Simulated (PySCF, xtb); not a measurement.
Sn(F)2(Br)(NH2) (BrF2H2NSn), SMILES [NH2][Sn]([F])([F])[Br]. The values are those of a single conformer.

Harmonic wavenumbers (cm⁻¹) from GFN2-xTB (xtb 6.7.1) at its own minimum, in rising order: 66, 72, 85, 99, 107, 116, 216, 347, 403, 476, 779, 787, 1412, 3330, 3361.

Q: What does PBE-D3(BJ)/def2-SVP (PySCF) give at its own minimum? (Estimate from the structure and the level; the computed values follow.)

A: 24, 104, 118, 145, 154, 161, 264, 536, 609, 624, 694, 883, 1481, 3379, 3481. Paired by order, the mean absolute difference is 84 cm⁻¹ and the zero-point energies are 16.7 and 18.1 kcal/mol.
